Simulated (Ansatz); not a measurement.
`C[SiH](O)[GaH2]` + H₂ → `C[SiH2]O` + `[GaH3]`  (hydrogenolysis of the Si–Ga bond)

Isolated molecules relaxed with PBE0-D4/def2-TZVP in Ansatz; ΔE leaves out vibrations. CCSD(T)/CBS is the MP2 limit (def2-TZVPP, def2-QZVPP) plus CCSD(T) − MP2 in def2-TZVPP, frozen cores. This one scheme is used for every species. Functionals use def2-TZVPP. For Ga outer-core shells are correlated without core-valence functions, which leaves a few kJ/mol of doubt a bond. Scalar relativity is left out up to krypton. One conformer a species, not always the lowest.

```
             level  ΔE (eV)
        r2SCANh-D4    -0.16
        r2SCAN0-D4    -0.18
            B2PLYP    -0.23
            r2SCAN    -0.16
RPA@PBE/def2-TZVPP    -0.20
SCS-MP2/def2-TZVPP    -0.24
   CCSD/def2-TZVPP    -0.24
    MP2/def2-QZVPP    -0.16
```

What does CCSD(T)/CBS give? (An estimate is asked.)

The calculation gave: -0.14 eV. The listed levels differ from it by -0.02, -0.04, -0.09, -0.02, -0.06, -0.10, -0.10, -0.02 eV.

Largest T1 diagnostic among the species: 0.013.

In def2-TZVPP, CCSD(T) changes the Hartree–Fock value by +0.30 eV (the triples alone add +0.05 eV) and MP2 by +0.32 eV. From BLYP to BHLYP (50 % exact exchange), in def2-TZVPP and without D4, ΔE moves by −0.13 eV.
